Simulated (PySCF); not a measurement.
# One molecule, several mistakes: BGeH5NO

All numbers below are calculated, not measured. They come from PySCF 2.14.0, an open-source quantum chemistry program, on an isolated molecule that a program drew, which may never have been made. The molecule is BGeH5NO (charge 0, doublet), drawn as the SMILES string `N[B](O)[GeH2]`.

Each row is a Hartree-Fock (HF) and frozen-core CCSD(T) single point in the cc-pVDZ basis, meant for a local HF minimum. Run 1 is clean. Each other run has one planted mistake out of seven kinds, and not every kind appears here: one electron removed, one electron added, multiplicity raised by two, geometry at a saddle point, minimal basis STO-3G, one bond length entered in bohr, all coordinates scaled. The reference is restricted for singlets and unrestricted otherwise, and also for a bond in bohr. Adding or removing an electron swaps singlet and doublet. Electrons count all cores. HOMO and LUMO are orbital energies over both spins, the gradient is its largest component, and the lowest frequency (negative if imaginary) is given only where the gradient is small. Bond lengths are over the 8 bonds as drawn. T1 is the CCSD diagnostic: over 0.02 (restricted) or 0.045 (unrestricted) a single reference is doubtful. Germanium has the cc-pVDZ-PP basis, with a core potential (ECP10MDF) in place of its 10 inner electrons, and its 3s, 3p and 3d shells are frozen in CCSD(T).

Geometry of the clean run:
```xyz
9
BGeH5NO, angstrom
N     1.8114   -0.4169   -0.6854
B     1.4967   -1.4377    0.2155
O     2.4675   -1.8563    1.0820
Ge   -0.3922   -2.3393    0.1565
H     1.1682   -0.0382   -1.3453
H     2.7177    0.0067   -0.6991
H     2.2013   -2.5389    1.6756
H    -0.8810   -2.9558    1.4789
H    -1.5292   -1.5028   -0.4500
```

```
run,electrons,basis functions,<S^2>,HOMO (eV),LUMO (eV),gradient (hartree/bohr),lowest frequency (cm^-1),mean bond (Å),longest bond (Å),T1,HF (hartree),CCSD(T) (hartree),mistake
1,57,90,0.759,-8.12,1.29,3.4e-05,118,1.3591,2.094,0.0142,-450.36122,-450.93636,no fault
2,57,90,1.477,-8.13,1.26,2.3e-02,-,1.4699,2.094,0.0592,-450.20572,-450.78152,one bond length entered in bohr
3,58,90,0.000,-0.19,8.94,5.1e-02,-,1.3591,2.094,0.0132,-450.33890,-450.94035,one electron added
4,56,90,0.000,-16.15,-6.60,6.0e-02,-,1.3591,2.094,0.0184,-450.09083,-450.66098,one electron removed
5,57,90,0.765,-7.38,1.59,9.9e-06,-440,1.3526,2.070,0.0139,-450.35739,-450.93348,?
```

**Which mistake was planted in run 5, and what did it cost?**

The gradient is small, so the point is stationary, but the lowest frequency is imaginary (-440 cm^-1). So the mistake is: geometry at a saddle point. Subtracting run 1 and multiplying by 627.51 kcal/mol a hartree, the energy moved by 2.4 kcal/mol in HF and 1.8 kcal/mol in CCSD(T).

Cautions from the logs. Run 2: T1 is over the limit, so its CCSD(T) energy is less reliable.
